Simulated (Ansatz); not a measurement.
The inner images of a band of BF2H3Si (7 atoms, charge 0, multiplicity 1) are given out of order.

Method: RKS PBE/def2-SVP (Ansatz 0.2.0).

Initial state:

```xyz
7
Properties=species:S:1:pos:R:3
F -1.443 0.807 -1.463
B -0.425 0.946 -0.619
Si 0.318 -0.625 0.441
F -0.478 -2.027 0.105
H 0.049 2.070 -0.505
H 1.779 -0.819 0.122
H 0.200 -0.352 1.919
```

Final state:

```xyz
7
Properties=species:S:1:pos:R:3
F -1.152 0.600 -1.160
B -0.124 0.715 -0.293
Si 0.715 -1.038 0.894
F -0.314 -2.179 0.291
H 0.415 1.797 -0.108
H 0.884 -0.142 -0.561
H -0.424 0.248 0.937
```

**Question.** Put them in order from the first end to the last, with their energies above the first end.
A.
```xyz
7
Properties=species:S:1:pos:R:3
F -1.431 0.914 -1.511
B -0.445 0.909 -0.625
Si 0.276 -0.655 0.419
F -0.414 -2.133 0.209
H 0.128 1.971 -0.396
H 1.731 -0.740 0.032
H 0.155 -0.266 1.871
```
B.
```xyz
7
Properties=species:S:1:pos:R:3
F -1.362 0.847 -1.349
B -0.356 0.827 -0.494
Si 0.307 -0.736 0.444
F -0.435 -2.182 0.201
H 0.272 1.862 -0.241
H 1.594 -0.553 -0.301
H -0.020 -0.063 1.739
```
C.
```xyz
7
Properties=species:S:1:pos:R:3
F -1.397 0.913 -1.461
B -0.415 0.865 -0.578
Si 0.264 -0.685 0.417
F -0.398 -2.179 0.243
H 0.221 1.886 -0.302
H 1.669 -0.645 -0.129
H 0.056 -0.155 1.811
```
D.
```xyz
7
Properties=species:S:1:pos:R:3
F -1.162 0.520 -1.124
B -0.123 0.716 -0.291
Si 0.680 -1.098 0.850
F -0.448 -2.098 0.166
H 0.310 1.853 -0.205
H 1.027 -0.143 -0.488
H -0.283 0.251 1.092
```
E.
```xyz
7
Properties=species:S:1:pos:R:3
F -1.230 0.619 -1.178
B -0.192 0.759 -0.353
Si 0.626 -1.045 0.768
F -0.476 -2.114 0.145
H 0.287 1.869 -0.223
H 1.204 -0.257 -0.476
H -0.218 0.168 1.318
```
F.
```xyz
7
Properties=species:S:1:pos:R:3
F -1.292 0.710 -1.216
B -0.256 0.781 -0.389
Si 0.523 -0.935 0.636
F -0.481 -2.143 0.133
H 0.282 1.867 -0.212
H 1.374 -0.363 -0.465
H -0.148 0.083 1.512
```
G.
```xyz
7
Properties=species:S:1:pos:R:3
F -1.334 0.791 -1.244
B -0.299 0.797 -0.416
Si 0.401 -0.828 0.509
F -0.475 -2.169 0.145
H 0.292 1.861 -0.202
H 1.487 -0.456 -0.431
H -0.072 0.005 1.638
```

**Answer.** A (+2.7 kJ/mol), C (+19.5 kJ/mol), B (+68.7 kJ/mol), G (+147.4 kJ/mol), F (+191.7 kJ/mol), E (+138.3 kJ/mol), D (+56.6 kJ/mol).

The run took 2.6 min on 1 thread of Arm Neoverse V1, with other jobs on the host, peak memory 0.25 GiB.
